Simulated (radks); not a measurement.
Valence configurations of the selenium ion Se2+ (all share [Ar]). All-electron calculation, Dirac Kohn-Sham, PBE, spin-unpolarised, spherical densities, finite nucleus; open shells are shared between the two j in proportion to 2j + 1; Fermi nuclear charge, rms radius 4.14 fm. Program: a radial shooting solver on a logarithmic mesh with Libxc functionals. Energies are relative to 3d10 4s2 4p2; eigenvalues in eV.

| valence | E (eV) | e(3d3/2) | e(3d5/2) | e(4p1/2) | e(4p3/2) | e(4s1/2) |
|---|---|---|---|---|---|---|
| 3d10 4s2 4p2 | 0.000 | -76.331 | -75.434 | -25.809 | -25.294 | -37.628 |
| 3d10 4p4 | 24.591 | -79.429 | -78.528 | -27.223 | -26.682 | - |
| 3d9.5 4s2 4p2.5 | 26.406 | -82.534 | -81.611 | -27.030 | -26.476 | -39.250 |
| 3d9.5 4p4.5 | 51.835 | -85.528 | -84.603 | -28.385 | -27.805 | - |
| 3d9 4s2 4p3 | 55.343 | -88.857 | -87.908 | -28.229 | -27.635 | -40.838 |
| 3d8.5 4p5.5 | 113.92 | -98.103 | -97.126 | -30.664 | -30.006 | - |
| 3d8 4s2 4p4 | 121.09 | -101.85 | -100.85 | -30.574 | -29.901 | -43.926 |
| 3d7 4s2 4p5 | 197.77 | -115.30 | -114.24 | -32.867 | -32.111 | -46.913 |
| 3d7 4s1 4p6 | 212.36 | -116.59 | -115.53 | -33.443 | -32.675 | -47.576 |
| 3d6 4s2 4p6 | 285.85 | -129.18 | -128.07 | -35.121 | -34.281 | -49.816 |

NIST lists [Ar] 3d10 4s2 4p2 as the ground configuration; this level of theory agrees among the configurations tried. The energies are those of spherical spin-averaged densities, not of single terms.
